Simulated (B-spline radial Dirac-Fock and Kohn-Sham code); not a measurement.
# Satellites and hypersatellites of the K lines of Ga³⁺

System: gallium as Ga³⁺, 1s2 2s2 2p6 3s2 3p6 3d10.

The run's input, task.json:

```json
{"items": [{
  "Z": 31,
  "q": 3,
  "cfg": [[1, 0, 2], [2, 0, 2], [2, 1, 6], [3, 0, 2], [3, 1, 6], [3, 2, 10]],
  "A": 69,
  "rrms": 3.9973,
  "do": ["binding", "quiet", "double"]
}]}
```

Command: `python xray_run.py task.json out`

Method: ΔSCF Dirac-Fock with Breit, self-energy and vacuum polarisation, finite nucleus, configuration average. Computed with a radial finite-basis atomic code. Each two-hole energy is an average over J within one jj subconfiguration, not an observable level; in light atoms, where LS coupling holds, the j-resolved values are not observed lines, and for a K spectator the Kα1 hypersatellite is nearly forbidden. The model has no electron correlation.

Lines without a spectator: Kα2 (K-L2) 9224.4 eV, Kα1 (K-L3) 9251.6 eV, Kβ3 (K-M2) 10259.1 eV, Kβ1 (K-M3) 10262.8 eV. Shifts in eV with one spectator hole (a dash: not computed, or left out as unreliable):

| spectator hole | Kα2 | Kα1 | Kβ3 | Kβ1 |
| --- | --- | --- | --- | --- |
| K (1s) | +330.8 | +334.5 | +413.3 | +413.9 |
| L2 (2p1/2) | +32.2 | +39.4 | – | +86.0 |
| L3 (2p3/2) | +35.7 | +34.5 | +82.0 | – |
| M2 (3p1/2) | – | +3.15 | +6.28 | +8.24 |
| M3 (3p3/2) | +2.79 | – | +7.62 | +7.13 |
| M4 (3d3/2) | -0.02 | -1.02 | – | – |
| M5 (3d5/2) | -1.12 | -0.46 | – | – |

With n spectator holes in 2p, averaged over the 2p shell (energies in eV):

```
n    KαLⁿ   step  hypersatellite KαʰLⁿ
0  9242.5      –                9575.7
1  9278.5  +36.0                9612.9
2  9315.5  +37.0                9651.1
3  9353.6  +38.1                9690.4
4  9392.7  +39.1                9730.7
5  9433.0  +40.2                9772.2
```
